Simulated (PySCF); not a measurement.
**Electronic structure of Cl (chlorine, neutral) at the MN15 level**

Configuration: [Ne] 3s2 3p5, 2P determinant. Calculation: PySCF 2.14, in def2-TZVPPD; no relativity, point nucleus.

```
Total energy                                                  : -460.0513 hartree
One-electron energy                                           : -635.2965 hartree
Hartree (Coulomb) energy                                      : 203.3776 hartree
Exchange-correlation energy                                   : -28.1325 hartree
Kinetic energy                                                : 459.87634 hartree
⟨S²⟩                                                          : 0.7524
⟨L²⟩                                                          : 2.011
Sum of ⟨r⟩                                                    : 15.75 bohr
Sum of ⟨r²⟩                                                   : 27.45 bohr²
Traceless quadrupole moment −½Σ⟨3z² − r²⟩ along its main axis : 1.54 e·bohr²
Density at the nucleus (Gaussians lack the cusp)              : 3110 bohr⁻³
Spin density at the nucleus                                   : 0.00741 bohr⁻³
Langevin diamagnetic susceptibility                           : -21.7 ×10⁻⁶ cm³/mol
```

```
shell  electrons  mean orbital energy (eV)  spread (eV)  rms radius, mean of both spins (bohr)
 1s α          1                   -2731.9            0                                  0.106
 1s β          1                   -2731.8            0                                  0.106
 2s α          1                   -250.78            0                                  0.492
 2s β          1                   -250.64            0                                  0.492
 2p α          3                   -196.70        0.705                                  0.454
 2p β          3                   -196.57        0.509                                  0.454
 3s α          1                   -23.750            0                                   1.69
 3s β          1                   -22.369            0                                   1.69
 3p α          3                   -11.282        0.994                                   2.00
 3p β          2                   -10.425            0                                   2.00
```
